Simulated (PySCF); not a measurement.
Job file and geometry (Å, from GFN2-xTB) of an NMR shielding run on SMILES C#C[B@@-]([NH3+])(Cl)C=C, C4H7BClN, PySCF 2.14.0, density-fitted response routines, GIAO PBE0/pcSseg-1 NMR shielding, non-relativistic, gas phase; density fitting, a coarse starting grid and PySCF grid level 2 are the driver's defaults:

```
$ OMP_NUM_THREADS=1 python probes_run.py task.json out

{"job": {"kind": "nmr", "xc": "PBE0", "basis": "pcSseg-1"}, "charge": 0, "multiplicity": 1}
C      2.070743    -1.369971    -0.832327
C      1.207358    -0.572868    -0.582469
B      0.079379     0.446703    -0.336374
N      0.607077     1.518637     0.803420
Cl    -0.122685     1.611484    -1.806317
C     -1.331108    -0.123236     0.127961
C     -1.698670    -1.394307     0.069872
H      2.825176    -2.070393    -1.048006
H      1.457365     1.946741     0.444335
H     -0.107531     2.236043     0.901117
H      0.784516     1.062379     1.694448
H     -2.072663     0.597392     0.464168
H     -1.015313    -2.154880    -0.272227
H     -2.684322    -1.734198     0.350233
```

**Question.** Write the output of this run.

**Answer.** 
```
coarse grid: 12456 points
cycle   1  E = -695.8289074488  dE =  7.608e-01  |g| = 5.051e-01  |ddm| = 3.354e+00
cycle   2  E = -695.8344458610  dE = -5.538e-03  |g| = 5.152e-01  |ddm| = 1.350e+00
cycle   3  E = -695.8990158809  dE = -6.457e-02  |g| = 1.652e-01  |ddm| = 6.028e-01
cycle   4  E = -695.9053452089  dE = -6.329e-03  |g| = 4.710e-02  |ddm| = 1.397e-01
cycle   5  E = -695.9058547512  dE = -5.095e-04  |g| = 1.098e-02  |ddm| = 4.004e-02
cycle   6  E = -695.9058808589  dE = -2.611e-05  |g| = 3.032e-03  |ddm| = 1.303e-02
cycle   7  E = -695.9058826538  dE = -1.795e-06  |g| = 9.119e-04  |ddm| = 3.005e-03
final grid: 116384 points
cycle   8  E = -695.9419800018  dE = -4.340e-05  |g| = 8.161e-03  |ddm| = 3.318e-02
cycle   9  E = -695.9419741313  dE =  5.870e-06  |g| = 9.570e-03  |ddm| = 1.630e-02
cycle  10  E = -695.9419948872  dE = -2.076e-05  |g| = 2.000e-03  |ddm| = 9.277e-03
cycle  11  E = -695.9419957521  dE = -8.650e-07  |g| = 6.580e-04  |ddm| = 1.816e-03
cycle  12  E = -695.9419958535  dE = -1.013e-07  |g| = 1.711e-04  |ddm| = 5.261e-04
cycle  13  E = -695.9419958600  dE = -6.461e-09  |g| = 5.354e-05  |ddm| = 1.629e-04
cycle  14  E = -695.9419958606  dE = -6.771e-10  |g| = 1.597e-05  |ddm| = 5.444e-05
converged SCF energy = -695.9419958606

GIAO shielding tensors (ppm)
atom      isotropic    diamagn.    paramagn.     s11        s22        s33       span
  0 C       89.889     261.547    -171.658     13.165     22.288    234.214    221.049
  1 C       92.016     260.634    -168.618    -15.097     -5.414    296.560    311.657
  2 B      110.882     181.493     -70.612    108.434    111.120    113.092      4.658
  3 N      195.204     316.823    -121.619    178.690    191.546    215.378     36.688
  4 Cl     882.725    1147.216    -264.490    756.801    886.617   1004.758    247.957
  5 C       38.785     259.231    -220.446    -86.517     39.295    163.577    250.094
  6 C       50.446     253.172    -202.726    -69.505     55.997    164.847    234.351
  7 H       29.714      34.052      -4.338     24.715     25.076     39.350     14.635
  8 H       28.341      28.542      -0.201     23.797     25.715     35.510     11.713
  9 H       28.657      29.271      -0.614     23.565     25.934     36.472     12.907
 10 H       28.805      29.750      -0.945     23.354     24.655     38.406     15.052
 11 H       25.747      31.472      -5.725     22.241     25.751     29.248      7.008
 12 H       25.470      31.788      -6.318     22.161     24.171     30.077      7.915
 13 H       25.695      28.817      -3.121     22.766     24.933     29.387      6.621
```

Size and cost of the density-fitted run: 161 basis functions, 36 s wall time on 1 thread of an Arm Neoverse N1, shared host; peak memory 0.74 GiB.
